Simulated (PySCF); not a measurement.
C5H5Cl, SMILES C=C=C/C=C/Cl.

Geometry optimised at r2SCAN-D4/def2-SVP. The structure was generated by enumeration; whether it is a known compound was not checked. Other conformers were not sampled.

Level of theory: SMD-PBE0/6-31G* (PySCF).

Solvation free energies are E(SMD) − E(gas) at the gas-phase geometry, for 1 M in both phases. In vacuum the dipole moment is 1.79 D.

| solvent | ΔG(solv) (kcal/mol) | its non-electrostatic (CDS) part | dipole (D) |
|---|---|---|---|
| water | -0.3 | 4.2 | 2.37 |
| diethylether | -4.8 | -1.8 | 2.20 |
| 2-propanol | -4.4 | -0.2 | 2.34 |
